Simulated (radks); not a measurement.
Values are calculated unless marked as measured or tabulated.
Mg2+, 10 electrons, occupied as [He] 2s1.5 2p6 3p0.5 (fractional occupations, a model configuration).

Level of theory: scalar-relativistic Kohn-Sham, LDA (Slater exchange, Perdew-Zunger correlation), spin-polarised, spherical densities, finite nucleus; open shells are filled with parallel spins first; Fermi nuclear charge, rms radius 3.057 fm (a radial shooting solver on a logarithmic mesh with Libxc functionals).

Energy parts (eV):
| part | energy |
|---|---|
| total | -5359.980 |
| kinetic | 5361.023 |
| electron-nucleus | -12616.787 |
| Hartree | 2295.830 |
| exchange-correlation | -400.045 |

Orbitals (lengths in bohr, moments of r in powers of bohr; r(max) is where P^2 peaks):
orbital,occ.,eigenvalue (eV),<1/r>,r(max)
1s up,1,-1285.732,11.59,0.08535
1s down,1,-1284.875,11.59,0.08537
2s up,1,-108.4994,2.130,0.5442
2s down,0.5,-107.2020,2.125,0.5448
2p up,3,-75.9246,2.007,0.4712
2p down,3,-74.6949,2.003,0.4714
3s up,0,-21.6714,0.5678,2.081
3s down,0,-20.4800,0.5702,2.065
3p up,0.5,-16.1028,0.4850,2.401
3p down,0,-14.9407,0.4812,2.398
3d up,0,-9.6002,0.3355,3.050
3d down,0,-8.6743,0.3200,3.192
4p up,0,-6.6476,0.2336,5.853
4p down,0,-6.3756,0.2257,6.062
4f up,0,-4.1756,0.1663,5.891
4f down,0,-3.9604,0.1538,6.416

The highest occupied level is 3p up at -16.103 eV. The configuration is held as typed, so some empty levels lie below it. The density falls to 0.001 e/bohr^3 at r = 3.34 bohr. The electron density at the nucleus is 1132 e/bohr^3 (large components only). Spin moment in Bohr magnetons: 1.
